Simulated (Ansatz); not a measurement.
`[CH3][Nb](=[O])([OH])[F]` + NH₃ → `[CH3][Nb]([NH2])(=[O])[OH]` + H–F at 298.15 K and 1 bar (ligand exchange at the Nb–F bond).

Calculated with Ansatz (gas phase, PBE0-D4/def2-TZVP geometries, no zero-point term in ΔE). CCSD(T)/CBS is the MP2 limit (def2-TZVPP, def2-QZVPP) plus CCSD(T) − MP2 in def2-TZVPP, frozen cores. This one scheme is used for every species. def2 core potentials past Kr. For Nb outer-core shells are correlated without core-valence functions, which leaves a few kJ/mol of doubt a bond. Each species was taken in one conformer, which may not be the lowest.

```csv
species,CCSD(T)/CBS energy (Eh),H − E (kJ/mol),S (J/(mol·K))
`[CH3][Nb](=[O])([OH])[F]`,-347.69388,163.2,359.9
NH₃,-56.50880,100.5,192.4
`[CH3][Nb]([NH2])(=[O])[OH]`,-303.77796,225.9,370.4
H–F,-100.39570,33.5,173.6
```

H − E and S are ideal-gas, rigid-rotor, harmonic terms from PBE0-D4/def2-TZVP, for one conformer and one mirror image of each species. 1 Eh = 2625.50 kJ/mol, R = 8.31446 J/(mol·K).

Q: By hand: ΔE, ΔH, ΔS and ΔG.

A: ΔE = (-303.77796) + (-100.39570) − (-347.69388) − (-56.50880) = 0.02902 Eh = 76.2 kJ/mol. Δ(H − E) = 225.9 + 33.5 − 163.2 − 100.5 = -4.3, so ΔH = 71.9 kJ/mol. ΔS = 370.4 + 173.6 − 359.9 − 192.4 = -8.3 J/(mol·K). ΔG = 71.9 − 298.15 × (-8.3)/1000 = 74.4 kJ/mol.

Q: By hand: the equilibrium constant, and the temperature at which ΔG would vanish if ΔH and ΔS stayed fixed.

A: log₁₀ K = −ΔG/(RT ln 10) = -13.0. ΔH and −TΔS have one sign here, so there is no such temperature.

The number of gas molecules stays the same, so ΔS is small and ΔH decides. A doubt of 5 kJ/mol in ΔE shifts log₁₀ K by 0.9 here. Other conformers and mirror images would add mixing entropy, several J/(mol·K) or more a flexible species. These are equilibria of isolated gas molecules and say nothing of rates. Largest T1 diagnostic: 0.022 (customary marks: 0.02 for closed shells, 0.045 for open ones).

ΔS is within the doubt of such terms, so its sign, and with it that verdict, could turn.
